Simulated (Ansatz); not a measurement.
Start from `C#[C][In]([CH3])[CH3]` and change one atom or group to get `[CH3][In]([CH3])[SeH]`.

Ansatz, PBE0-D4/def2-TZVP geometries, multiplicity 1. Each molecule was computed in one conformer, which needn't be the lowest.

Elements past krypton have def2 core potentials. Scalar relativity is left out up to krypton. Spin–orbit coupling is left out; it splits and shifts lone-pair levels of the heavy atoms by tenths of an eV.

```tsv
property	`C#[C][In]([CH3])[CH3]`
LUMO energy (PBE0/def2-TZVPP) / eV	-1.31
size of the dipole moment (PBE/def2-TZVPP) / D	1.15
HOMO–LUMO gap (PBE/def2-TZVPP) / eV	4.04
LUMO energy (B3LYP/def2-TZVPP) / eV	-1.59
HOMO energy (PBE0/def2-TZVPP) / eV	-7.23
HOMO–LUMO gap (ωB97M-V/def2-TZVPP) / eV	9.57
```

Give the same properties after the change, and the shifts. (An estimate is asked.)

The calculation gave: 
```
                                      property  `[CH3][In]([CH3])[SeH]`  shift
            LUMO energy (PBE0/def2-TZVPP) / eV                    -1.01   0.30
size of the dipole moment (PBE/def2-TZVPP) / D                     2.29   1.14
           HOMO–LUMO gap (PBE/def2-TZVPP) / eV                     3.95  -0.09
           LUMO energy (B3LYP/def2-TZVPP) / eV                    -1.27   0.32
            HOMO energy (PBE0/def2-TZVPP) / eV                    -6.73   0.50
       HOMO–LUMO gap (ωB97M-V/def2-TZVPP) / eV                     9.28  -0.29
```

With PBE0 the HOMO rises by 0.50 eV and the LUMO rises by 0.30 eV, so the gap narrows by about 0.20 eV. PBE moves the HOMO by 0.44 eV and ωB97M-V by 0.52 eV. Dipoles are sizes alone; their direction can turn.

Positive LUMOs are unbound, so they and the gaps depend on the basis.

B3LYP here is the variant with VWN-RPA as its local correlation; programs differ in this.
